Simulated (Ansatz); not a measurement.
The cluster Li2Al4. Total charge 0; singlet. Geometry r2SCAN-D4/def2-SVP; atoms count from 1.

Cartesian coordinates in Å:
```
Li 2.9313 0.9152 0.6660
Li -0.5249 -1.1527 -2.8757
Al 0.4566 0.6956 1.6583
Al -1.9718 0.1990 1.8083
Al 0.7886 -0.0747 -0.7264
Al -1.6799 -0.5824 -0.5305
```

The restricted singlet is unstable towards broken spin symmetry in Hartree–Fock (as tested in another run); at PBE0-D4/def2-TZVP this wasn't settled. Another isomer (singlet) lies 0.13 eV lower at PBE0-D4/def2-TZVP; other spin states weren't run for this one.

Question: Estimate the Mulliken populations from the PBE0/def2-TZVP orbitals of Ansatz.

Answer: 
```tsv
atom	charge (e)
Li1	0.58
Li2	0.58
Al3	-0.32
Al4	0.01
Al5	-0.53
Al6	-0.32
```
Mulliken values and Mayer orders depend strongly on the basis.

Question: And the Mayer bond orders between bonded heavy atoms (over 0.3)?

Answer: Li1–Al3 0.30 (2.68 Å); Al3–Al4 0.85 (2.48 Å); Al3–Al5 0.85 (2.53 Å); Al4–Al6 0.85 (2.48 Å); Al5–Al6 0.85 (2.53 Å). Values over 0.3 also appear between atoms too far apart for a bond (Al3–Al6 0.64 at 3.31 Å; Al4–Al5 0.61 at 3.76 Å); they arise where an orbital or an unpaired electron spreads over both atoms.
